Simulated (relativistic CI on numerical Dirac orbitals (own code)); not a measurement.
**Slater and spin-orbit integrals, Hg74+**

These numbers are calculated, not measured: Dirac-Coulomb-Breit CI, separate exchange-only KLI orbitals for each configuration, a model potential for QED, unscaled Slater integrals (own radial code, finite nucleus).

Slater integrals F^k, G^k are unscaled and averaged over j, outside the closed core 1s2; ζ comes from projecting the Hamiltonian with its Breit term on Σ l·s of the shell.

- 2s²2p²: F^2(2p,2p) = 1.5529e+06, ζ(2p) = 1.1161e+07 cm⁻¹; <r>(2p) = 0.06008, <r^2>(2p) = 0.004417 (bohr units).
- 2s2p³: F^2(2p,2p) = 1.552e+06, G^1(2s,2p) = 1.6852e+06, ζ(2p) = 1.1141e+07 cm⁻¹; <r>(2s) = 0.06703, <r^2>(2s) = 0.005362, <r>(2p) = 0.06012, <r^2>(2p) = 0.004423 (bohr units).
- 2p⁴: F^2(2p,2p) = 1.5502e+06, ζ(2p) = 1.1121e+07 cm⁻¹; <r>(2p) = 0.06018, <r^2>(2p) = 0.004432 (bohr units).

Averages of the first 10 configurations, taken without configuration mixing, which lowers the lowest level and can move excited configurations by several eV; other configurations of the list can lie among them:

```json
{"Configuration": "2s²2p²", "Parity": "even", "States": "15", "Average energy above the lowest level (eV)": "2747.0"}
{"Configuration": "2s2p³", "Parity": "odd", "States": "40", "Average energy above the lowest level (eV)": "4481.1"}
{"Configuration": "2p⁴", "Parity": "even", "States": "15", "Average energy above the lowest level (eV)": "6284.8"}
{"Configuration": "2p³3s", "Parity": "odd", "States": "40", "Average energy above the lowest level (eV)": "17397.8"}
{"Configuration": "2s²2p3s", "Parity": "odd", "States": "12", "Average energy above the lowest level (eV)": "13937.8"}
{"Configuration": "2p³3p", "Parity": "even", "States": "120", "Average energy above the lowest level (eV)": "17903.3"}
{"Configuration": "2p³3d", "Parity": "odd", "States": "200", "Average energy above the lowest level (eV)": "18286.3"}
{"Configuration": "2s²2p3p", "Parity": "even", "States": "36", "Average energy above the lowest level (eV)": "14457.2"}
{"Configuration": "2s²2p3d", "Parity": "odd", "States": "60", "Average energy above the lowest level (eV)": "14839.9"}
{"Configuration": "2s2p²3s", "Parity": "even", "States": "60", "Average energy above the lowest level (eV)": "15632.8"}
```
